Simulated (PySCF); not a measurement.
Compound: C₁₀H₁₂Si.
SMILES: `[SiH3]CC1=CCc2ccccc21`

Method used: TDDFT CAM-B3LYP/def2-SVPD, vertical, gas phase, core orbitals frozen in the response (PySCF). One conformer (not necessarily the lowest) at the PBE0-D3(BJ)/def2-SVP geometry, without solvent, vibrations or thermal averaging. Torsions of this conformer, `[SiH3:1][CH2:2][C:3]1=[CH:4][CH2:5][c:6]2[cH:7][cH:8][cH:9][cH:10][c:11]21`: Si1–C2–C3–C4 -99°.

```csv
state,E (eV),E (hartree),f,"main configurations (H = HOMO, L = LUMO)"
S1,4.96,0.1822,0.050,"H→L+1 (44%), H→L (39%), H-1→L (12%)"
S2,5.05,0.1855,0.131,"H→L (53%), H-1→L (22%), H→L+1 (18%)"
S3,6.02,0.2213,0.082,"H-1→L (37%), H→L+1 (28%), H→L+2 (20%)"
S4,6.08,0.2234,0.050,"H→L+2 (57%), H-1→L (14%), H→L+3 (10%)"
S5,6.39,0.2349,0.273,"H-1→L+1 (68%), H-2→L (15%)"
S6,6.59,0.2422,0.010,H→L+4 (77%)
S7,6.70,0.2464,0.034,"H-2→L (32%), H→L+3 (28%), H→L+6 (16%)"
S8,6.75,0.2482,0.0019,H→L+5 (73%)
S9,6.92,0.2541,0.187,"H→L+3 (25%), H→L+8 (18%), H→L+6 (18%)"
S10,6.96,0.2557,0.347,"H→L+6 (42%), H-2→L (25%), H-1→L+1 (12%)"
```

Triplets (Tamm–Dancoff): T1 3.26 eV, H→L (86%); T2 4.29 eV, H-1→L+1 (58%), H-2→L (10%), H→L+1 (10%); T3 4.44 eV, H→L+1 (62%), H-1→L (13%); T4 4.74 eV, H-1→L (47%), H-2→L (13%), H-1→L+1 (10%).

The lowest singlet comes at 250 nm (478 kJ/mol) in the ultraviolet; it is of moderate strength; its leading configuration is HOMO→LUMO+1 (44%). The most intense listed level is S10 at 6.96 eV (178 nm, f = 0.347), 2.00 eV above S1. It is the last of those listed, so stronger ones may follow. Löwdin shares by element: HOMO carbon 62% or more (atoms not listed hold the other 38%); LUMO carbon 54% or more (atoms not listed hold the other 46%). Weighted by f, the mean energy of these states is 6.40 eV. Of the 10 states listed, 9 reach f = 0.01 and none stays under 0.0005. The oscillator strengths of these states sum to 1.166; summed over the whole spectrum of an exact calculation they would give the number of electrons, 86 (Thomas–Reiche–Kuhn). Singlets were solved by full linear response, triplets in the Tamm–Dancoff approximation.
